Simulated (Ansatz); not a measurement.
Abridged output of a molecular run in Ansatz:

```
Functional definition: HF
1073 factors; integrals over basis functions are off by at most 1.2e-3 eV
mean field evaluation 1: about -124045.1819 eV, gradient 3.3e1 eV
mean field evaluation 2: about -124045.2034 eV, gradient 3.3e1 eV
mean field evaluation 4: about -124047.8747 eV, gradient 2.5e0 eV
mean field evaluation 8: about -124047.9077 eV, gradient 2.1e-4 eV
mean field -124047.90768089 eV, -4558.6765245809 hartree, gradient 3.5e-6 eV, S^2 0.000000; 0 other end points of the search recorded, 0 dependent functions left out
24 core orbitals not correlated: weight in the atoms' cores, before any rotation towards them, 1.000 or more for the frozen orbitals, at most 0.000 for the correlated occupied ones
reference -124047.90768089 eV, -4558.6765245809 hartree; 22, 22 occupied and 65, 65 virtual orbitals, 1073 factors
second order -20.67753593 eV of doubles, -0.00000000 eV of singles
cycle   1  -20.31593518 eV  change    3.6e-1 eV  update   1.2e-1
cycle   2  -20.96252299 eV  change   -6.5e-1 eV  update   3.7e-2
cycle   3  -21.08034380 eV  change   -1.2e-1 eV  update   2.0e-2
cycle   4  -21.06654586 eV  change    1.4e-2 eV  update   4.8e-3
cycle   5  -21.06307292 eV  change    3.5e-3 eV  update   2.2e-3
cycle   6  -21.06353900 eV  change   -4.7e-4 eV  update   5.7e-4
cycle   7  -21.06326801 eV  change    2.7e-4 eV  update   2.3e-4
cycle   8  -21.06320046 eV  change    6.8e-5 eV  update   7.3e-5
cycle   9  -21.06323273 eV  change   -3.2e-5 eV  update   2.8e-5
perturbative correction -0.54050522 eV, -0.0198632003 hartree
Total energy: -124069.51141883 eV, -4559.4704473069 hartree
```

Its atoms:

Z-matrix (Å, degrees):
```
Ge
Ga 1 2.424
H 1 1.532 2 109.5
H 1 1.534 2 108.5 3 -119.9
H 1 1.533 2 109.1 3 120.8
Cl 2 2.137 1 126.8 3 12.0
F 2 1.752 1 121.3 3 -168.4
```

**Question.** Which basis set was used?
A. cc-pV(Q+d)Z
B. def2-TZVPP
C. def2-SVP
D. def2-TZVPPD

**Answer.** C. It gives 111 functions.

**Question.** Write the keys of the input that set method, charge and spin (a neutral closed shell needs none for the last two).

**Answer.** 
```yaml
correlation: {method: ccsd_t}
```
